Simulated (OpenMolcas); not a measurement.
## Ta3+: moving the ligands

Ta3+ with 6 ligands (fluoride) in octahedral coordination (Oh) at 2.03 Å. A charge of +0.5 e stands 3.2 Å behind each ligand. Ligand basis ANO-RCC-VDZP.
```
Ta    0.0000    0.0000    0.0000
F     2.0300    0.0000    0.0000
F     0.0000    2.0300    0.0000
F    -2.0300    0.0000    0.0000
F     0.0000   -2.0300    0.0000
F     0.0000    0.0000    2.0300
F     0.0000    0.0000   -2.0300
```

| Item | Value |
| --- | --- |
| Program | OpenMolcas 26.06 |
| Method | CASSCF |
| Basis | ANO-RCC-VTZP [8s7p5d3f2g1h] |
| Scalar Hamiltonian | DKH2, point nucleus |
| Active space | 2 electrons in 5 orbitals (5d) |
| State averaging | 2S+1 = 3 even, 10 roots; 2S+1 = 1 even, 15 roots |
| Spin-orbit coupling | RASSI with atomic mean-field integrals over the reference wave functions |

Runs around this geometry, states (labels of O, the rotations of Oh). Energies in cm-1 above the lowest state or level, χT in cm3 K/mol; under a threefold ground state the first gap can be a small split of the lowest multiplet, not the spin-orbit step; 10Dq and B are least-squares fits to the states below 45000 cm-1, weighted by degeneracy, with a free offset, and given where the rms deviation is under 5 % of |10Dq| (or 100 cm-1) and under 700 cm-1.

```
R (Å)  Ground state  First state of that spin   10Dq  B (rms of fit)  First gap with spin-orbit (degeneracies)  χT at 300 K  First state of another spin
 1.94           3T1                 3T2 35431  36282       605 (300)                              165.1 (2, 3)        0.189                      1E 9295
 2.03           3T1                 3T2 29525  30733       633 (219)                              211.0 (2, 3)        0.159                      1E 9382
 2.08           3T1                 3T2 26350  27679       645 (165)                              238.6 (2, 3)        0.144                      1E 9469
```

Taking |10Dq| as R^-n, n = -ln(27679 / 36282) / ln(2.08 / 1.94) = 3.9 between the shortest and longest distance. The point-charge formula for a cubic d site gives n = 5.

An orbital triplet at a regular site is open to Jahn-Teller coupling, which can distort the site and quench the lowest spin-orbit gaps and is left out. Without dynamic correlation the repulsion within the d shell is too large (B by tens of per cent), so at a given field states of lower spin stand too high. With metal d orbitals alone the field can be off either way by tens of per cent. Ligand-to-metal charge-transfer states are missing. With no ligand orbital active B as a rule stays too high, so bands that hang on it stand too high and its fall with covalency is understated. The least metal-like active orbital is 73 % on the metal (Löwdin) and no ligand orbital is active, so the numbers are rough (holds for R = 1.94). The least metal-like active orbital is 80 % on the metal (Löwdin) and no ligand orbital is active, so the numbers are rough (holds for R = 2.03). The least metal-like active orbital is 82 % on the metal (Löwdin) and no ligand orbital is active, so the numbers are rough (holds for R = 2.08). No measured value stands beside these numbers; the geometry was imposed, not optimised, and the real ion may take another.
